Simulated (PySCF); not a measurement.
S₄, SMILES S=S(=S)=S. Geometry: ωB97X-D3(BJ)/def2-SVP.

Computed equilibrium geometry at ωB97X-D3(BJ)/def2-SVP (PySCF confirms it by a frequency run) as a Z-matrix, and its point group:
point group D3h.
```
S
S 1 1.9003
S 1 1.9003 2 120.00
S 1 1.9003 2 120.00 3 180.00
```
